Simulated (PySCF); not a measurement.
H₅PSi, charge +1, doublet, at a GFN2-xTB geometry of the parent state (a state made from the parent by changing its charge; the spin is typed, not shown lowest); HF/STO-3G in PySCF.

Input for PySCF:
```python
from pyscf import gto, scf

mol = gto.Mole()
mol.atom = '''
    Si   -1.05846784    0.09179922    0.22155758
    P     1.09953350   -0.07240592   -0.33991659
    H    -1.78374110   -0.88506019   -0.58934952
    H    -1.47836332    1.45493704   -0.09998404
    H    -1.30634760   -0.17269873    1.64099048
    H     1.32050240   -1.26744102    0.31993206
    H     1.57349692    0.67116259    0.72535376
'''
mol.basis = 'sto-3g'
mol.charge = 1
mol.spin = 1
mol.verbose = 5
mol.build()

mf = scf.UHF(mol)
mf.kernel()
mf.analyze()
```

### Question
Write the output that PySCF gives for this input, abridged.

### Answer

```
PySCF version 2.14.0

[INPUT] verbose = 5
[INPUT] max_memory = 4000
[INPUT] num. atoms = 7
[INPUT] num. electrons = 33
[INPUT] charge = 1
[INPUT] spin (= nelec alpha-beta = 2S) = 1
[INPUT] symmetry False subgroup None
[INPUT] Mole.unit = angstrom
[INPUT] Symbol           X                Y                Z      unit          X                Y                Z       unit  Magmom
[...]
[INPUT] ---------------- BASIS SET ----------------
[INPUT] l, kappa, [nprim/nctr], expnt,             c_1 c_2 ...
[INPUT] H
[...]
                                0.62391373        0.53532814
                                0.1688554         0.44463454
[INPUT] P
[...]
                                85.31338559       0.5353281423
                                23.08913156       0.4446345422
[...]
                                6.514182577       0.3995128261
                                2.118614352       0.7001154689
[...]
                                0.4863213771      0.2255954336
                                0.1903428909      0.900398426
[...]
                                6.514182577       0.6076837186
                                2.118614352       0.3919573931
[...]
                                0.4863213771      0.5951670053
                                0.1903428909      0.462001012
[INPUT] Si
[...]
                                74.28083305       0.5353281423
                                20.10329229       0.4446345422
[...]
                                5.389706871       0.3995128261
                                1.752899952       0.7001154689
[...]
                                0.4125648801      0.2255954336
                                0.1614750979      0.900398426
[...]
                                5.389706871       0.6076837186
                                1.752899952       0.3919573931
[...]
                                0.4125648801      0.5951670053
                                0.1614750979      0.462001012

nuclear repulsion = 91.4629947214219
number of shells = 15
number of NR pGTOs = 69
number of NR cGTOs = 23
basis = sto-3g
ecp = {}

******** <class 'pyscf.scf.uhf.UHF'> ********
method = UHF
initial guess = minao
damping factor = 0
level_shift factor = 0
DIIS = <class 'pyscf.scf.diis.CDIIS'>
diis_start_cycle = 1
diis_space = 8
diis_damp = 0
SCF conv_tol = 1e-09
SCF conv_tol_grad = None
SCF max_cycles = 50
direct_scf = True
direct_scf_tol = 1e-13
number electrons alpha = 17  beta = 16
Set gradient conv threshold to 3.16228e-05
E1 = -1049.9379748344836  E2 = 333.6763988484746  Ecoul = 378.33177782934894  Exc = -44.65537898087433
init E= -624.798581264587
cond(S) = 7.3092382553703334

  alpha mo_energy =
[-79.00916923 -67.9709064   -7.33698369  -5.98193792  -5.14899003
  -5.14898067  -5.14806484  -3.98863271  -3.98859611  -3.98784243
  -1.04511552  -0.79572999  -0.48570865  -0.4257647   -0.3875521
  -0.3397194   -0.2405099    0.27636864   0.32505767   0.40031309
   0.43161162   0.46859264   0.49251563]
  beta  mo_energy =
[-79.00916923 -67.9709064   -7.33698369  -5.98193792  -5.14899003
  -5.14898067  -5.14806484  -3.98863271  -3.98859611  -3.98784243
  -1.04511552  -0.79572999  -0.48570865  -0.4257647   -0.3875521
  -0.3397194   -0.2405099    0.27636864   0.32505767   0.40031309
   0.43161162   0.46859264   0.49251563]
multiplicity <S^2> = 0.75  2S+1 = 2
E1 = -1041.0775286806975  E2 = 324.4465107041  Ecoul = 369.0390874937355  Exc = -44.59257678963553
cycle= 1 E= -625.168023255176  delta_E= -0.369  |g|= 0.136  |ddm|= 1.93
  alpha mo_energy =
[-7.93928536e+01 -6.82834976e+01 -7.68936028e+00 -6.25680395e+00
 -5.52489008e+00 -5.50963276e+00 -5.50942969e+00 -4.28460406e+00
 -4.27885083e+00 -4.27845569e+00 -1.16711345e+00 -9.19418188e-01
 -7.91227226e-01 -7.32119833e-01 -6.57337152e-01 -6.44265750e-01
 -6.39537829e-01  5.98178509e-02  1.34759372e-01  2.54862214e-01
  3.16089385e-01  3.32445440e-01  3.36057273e-01]
  beta  mo_energy =
[...]
converged SCF energy = -625.195117031494  <S^2> = 0.75522643  2S+1 = 2.0052196
Total Energy =                        -625.195117031493510
[...]
1 P 3s          -0.16546  -0.42529  -0.03588  -0.00000   0.33250
1 P 2px         -0.00512   0.00418  -0.01876  -0.00242   0.00018
1 P 2py          0.00111   0.00120   0.00195  -0.01851   0.00290
1 P 2pz         -0.00210  -0.00833   0.00237  -0.00387  -0.01399
1 P 3px          0.43213  -0.37523   0.64620   0.08944   0.03529
1 P 3py         -0.09794  -0.09110  -0.06937   0.68534  -0.09457
1 P 3pz          0.19865   0.66977  -0.07153   0.14333   0.43020
2 H 1s           0.35699  -0.03727  -0.07962   0.13634   0.21304
3 H 1s           0.35699  -0.03727  -0.07962  -0.13634   0.21304
4 H 1s          -0.31434  -0.17220  -0.19148  -0.00000  -0.25875
5 H 1s           0.18912   0.12984  -0.12863   0.46606  -0.39501
6 H 1s           0.18912   0.12984  -0.12863  -0.46606  -0.39501
               #21       #22       #23
0 Si 1s          0.00117   0.00000   0.00011
0 Si 2s         -0.00727   0.00000  -0.00081
0 Si 3s          0.50618   0.00000   0.03963
0 Si 2px         0.01417  -0.00284  -0.00332
0 Si 2py        -0.00127  -0.02176   0.00422
0 Si 2pz        -0.00278  -0.00455  -0.01810
0 Si 3px        -0.49817   0.09305   0.11003
0 Si 3py         0.04567   0.71302  -0.13727
0 Si 3pz         0.09248   0.14912   0.58774
1 P 1s          -0.00010  -0.00000   0.00047
1 P 2s           0.00102   0.00000  -0.00494
1 P 3s           0.05473   0.00000  -0.17659
1 P 2px          0.00103   0.00095   0.00356
1 P 2py          0.00025   0.00725  -0.00321
1 P 2pz         -0.00184   0.00152   0.01315
1 P 3px         -0.04240  -0.02791  -0.11980
1 P 3py         -0.00620  -0.21388   0.09607
1 P 3pz          0.05613  -0.04473  -0.38462
2 H 1s          -0.39857   0.44281   0.18361
3 H 1s          -0.39857  -0.44281   0.18361
4 H 1s          -0.39567   0.00000  -0.45189
5 H 1s          -0.03499  -0.09862   0.27124
6 H 1s          -0.03499   0.09862   0.27124

To work with the spin densities directly, `use mulliken_meta_spin()` only printing them here.

 ** Mulliken spin pop alpha/beta on meta-lowdin orthogonal AOs **
 ** Mulliken Spin Density (per AO)  **
spin_pop of  0 Si 1s       -0.00000
spin_pop of  0 Si 2s        0.00000
spin_pop of  0 Si 3s       -0.00175
spin_pop of  0 Si 2px       0.00001
spin_pop of  0 Si 2py      -0.00000
spin_pop of  0 Si 2pz      -0.00000
spin_pop of  0 Si 3px       0.06636
spin_pop of  0 Si 3py       0.00203
spin_pop of  0 Si 3pz      -0.00863
spin_pop of  1 P 1s        0.00004
spin_pop of  1 P 2s        0.00463
spin_pop of  1 P 3s        0.15181
spin_pop of  1 P 2px       0.00004
spin_pop of  1 P 2py      -0.00001
spin_pop of  1 P 2pz       0.00011
spin_pop of  1 P 3px       0.22681
spin_pop of  1 P 3py       0.05579
spin_pop of  1 P 3pz       0.52445
spin_pop of  2 H 1s       -0.00298
spin_pop of  3 H 1s       -0.00298
spin_pop of  4 H 1s        0.04137
spin_pop of  5 H 1s       -0.02855
spin_pop of  6 H 1s       -0.02855
 ** Mulliken Spin Density (per atom)  **
spin density of  0 Si =      0.05802
spin density of  1 P =      0.96367
spin density of  2 H =     -0.00298
spin density of  3 H =     -0.00298
spin density of  4 H =      0.04137
spin density of  5 H =     -0.02855
spin density of  6 H =     -0.02855
 ** Mulliken pop alpha/beta on meta-lowdin orthogonal AOs **
 ** Mulliken pop       alpha | beta **
[...]
In total            17.00000 | 16.00000
 ** Mulliken atomic charges   ( Nelec_alpha | Nelec_beta ) **
charge of  0Si =      0.59404  (     6.73199      6.67397 )
charge of  1P =      0.59009  (     7.68679      6.72312 )
charge of  2H =     -0.07631  (     0.53666      0.53965 )
charge of  3H =     -0.07631  (     0.53666      0.53965 )
charge of  4H =     -0.05332  (     0.54734      0.50597 )
charge of  5H =      0.01090  (     0.48027      0.50882 )
charge of  6H =      0.01090  (     0.48027      0.50882 )

WARN: System has nonzero charge 1; the dipole moment is origin-dependent.
Location of origin: [0. 0. 0.]

Dipole moment(X, Y, Z, Debye):  2.57296, -0.27709, -0.28064
```
